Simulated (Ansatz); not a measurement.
Geometry optimisation, DFT r2SCAN-D3(BJ), scalar-relativistic, plane waves, PAW in Ansatz.

input.yaml

```yaml
accuracy: low
crystal:
  lattice:
    - [6.578534, 0.0, 0.0]
    - [0.0, 6.578534, 0.0]
    - [0.0, 0.0, 6.578534]
  atoms:
    - { symbol: O, position: [0.9355595, 0.145029, 0.4902771] }
    - { symbol: H, position: [0.8927023, 0.0179645, 0.4294916] }
    - { symbol: H, position: [1.0533047, 0.1844363, 0.411156] }
    - { symbol: O, position: [0.5128219, 0.5873389, 0.3060932] }
    - { symbol: H, position: [0.4370646, 0.7050933, 0.3516096] }
    - { symbol: H, position: [0.418393, 0.4756135, 0.3227548] }
    - { symbol: O, position: [0.6235804, 0.8538461, 0.8345196] }
    - { symbol: H, position: [0.5996487, 0.9913317, 0.7875944] }
    - { symbol: H, position: [0.6675895, 0.7821278, 0.7137028] }
    - { symbol: O, position: [1.00518, 0.1669032, 0.0866996] }
    - { symbol: H, position: [0.9111321, 0.2610023, 0.0236333] }
    - { symbol: H, position: [0.9687593, 0.0363043, 0.0293021] }
    - { symbol: O, position: [0.1268598, 0.870101, 0.8066611] }
    - { symbol: H, position: [0.1601973, 0.7410498, 0.74412] }
    - { symbol: H, position: [-0.0049732, 0.9039002, 0.7504945] }
    - { symbol: O, position: [0.4093335, 0.3472467, 0.6336634] }
    - { symbol: H, position: [0.340917, 0.4665066, 0.5810016] }
    - { symbol: H, position: [0.355557, 0.3325991, 0.7699372] }
    - { symbol: "N", position: [0.179779, 0.6992145, 0.1357041] }
    - { symbol: H, position: [0.1205498, 0.8419741, 0.1346589] }
    - { symbol: H, position: [0.3180303, 0.7090083, 0.0672925] }
    - { symbol: H, position: [0.0907694, 0.6145348, 0.0419164] }
basis:
  ecutwfc: 500.0
kpoints:
  mp_grid: { grid: [1, 1, 1] }
hamiltonian:
  xc: r2scan
  dispersion: d3bj
scf:
  occupations: { method: fermi_dirac, width: 0.05 }
  lower_state_search: "off"
relax:
  f_tol: 0.3
  max_steps: 15
  adjacent_minimum: "off"
```

Command:

```bash
$ ansatz run input.yaml --threads 1 --pin off --max-ram 3072MiB --backend cpu --events-out ev --progress --plain --runs-dir out
```

Where does it end, and by what steps?

It did not converge within its limit. Limits of this set-up: coarse k mesh, low accuracy level. After 14 steps the energy has fallen by 3.227 eV; H14 moved furthest, 1.63 Å.

```json
{"step": "0", "energy less start (eV)": "0.0000", "largest force component (eV/Å)": "1.492", "accepted": "yes"}
{"step": "1", "energy less start (eV)": "-0.6633", "largest force component (eV/Å)": "1.529", "accepted": "yes"}
{"step": "2", "energy less start (eV)": "-1.1133", "largest force component (eV/Å)": "1.914", "accepted": "yes"}
{"step": "3", "energy less start (eV)": "-1.5638", "largest force component (eV/Å)": "1.148", "accepted": "yes"}
{"step": "4", "energy less start (eV)": "-1.9041", "largest force component (eV/Å)": "0.861", "accepted": "yes"}
{"step": "5", "energy less start (eV)": "-2.1992", "largest force component (eV/Å)": "1.254", "accepted": "yes"}
{"step": "6", "energy less start (eV)": "-2.4064", "largest force component (eV/Å)": "1.524", "accepted": "yes"}
{"step": "7", "energy less start (eV)": "-2.5569", "largest force component (eV/Å)": "1.511", "accepted": "yes"}
{"step": "8", "energy less start (eV)": "-2.7088", "largest force component (eV/Å)": "1.189", "accepted": "yes"}
{"step": "9", "energy less start (eV)": "-2.8581", "largest force component (eV/Å)": "0.731", "accepted": "yes"}
{"step": "10", "energy less start (eV)": "-2.9706", "largest force component (eV/Å)": "0.530", "accepted": "yes"}
{"step": "11", "energy less start (eV)": "-3.0626", "largest force component (eV/Å)": "0.604", "accepted": "yes"}
{"step": "12", "energy less start (eV)": "-3.1222", "largest force component (eV/Å)": "0.534", "accepted": "yes"}
{"step": "13", "energy less start (eV)": "-3.1802", "largest force component (eV/Å)": "0.534", "accepted": "yes"}
{"step": "14", "energy less start (eV)": "-3.2269", "largest force component (eV/Å)": "0.590", "accepted": "yes"}
```

```xyz
22
Lattice="6.5785 0.0000 0.0000 0.0000 6.5785 0.0000 0.0000 0.0000 6.5785" Properties=species:S:1:pos:R:3
O 5.747 0.762 2.581
H 4.981 0.206 2.410
H 6.089 1.000 1.695
O 3.468 3.756 3.248
H 2.890 4.018 2.464
H 4.189 3.255 2.858
O 4.033 5.586 5.429
H 3.690 6.478 5.238
H 3.767 5.049 4.659
O 6.552 1.585 0.042
H 5.733 1.990 -0.262
H 6.690 0.840 -0.602
O 0.382 6.222 4.810
H -0.371 5.642 5.055
H 0.074 6.636 3.975
O 2.951 1.787 5.228
H 2.998 2.454 4.522
H 2.029 1.773 5.504
N 1.970 4.469 1.065
H 1.295 5.202 1.249
H 2.564 4.802 0.306
H 1.450 3.674 0.707
```

The run took 2.7 min on 1 thread of Arm Neoverse V1 (shared host), peak memory 0.54 GiB.
